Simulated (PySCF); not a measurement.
This script is equivalent to a calculation on S (sulfur, neutral).

```python
from pyscf import gto, scf, dft, mp, cc
import basis_set_exchange as bse
mol = gto.M(atom="S 0 0 0", charge=0, spin=2, symmetry="D2h",
            basis=gto.basis.parse(bse.get_basis("dyall-av2z", elements=["S"], fmt="nwchem")))
mf = dft.UKS(mol, xc="LDA,VWN")
mf.irrep_nelec = {'Ag': (3, 3), 'B1u': (2, 1), 'B2u': (2, 2), 'B3u': (2, 1)}
mf.kernel()
```

Problem. What total energy does it give?

Solution. -396.732 hartree (calculated).

Problem. Which occupied shell lies highest, and where?

Solution. 3p β, at -6.138 eV.

Problem. What is ⟨S²⟩, and what would a pure spin state give?

Solution. 2.002, against 2.00.
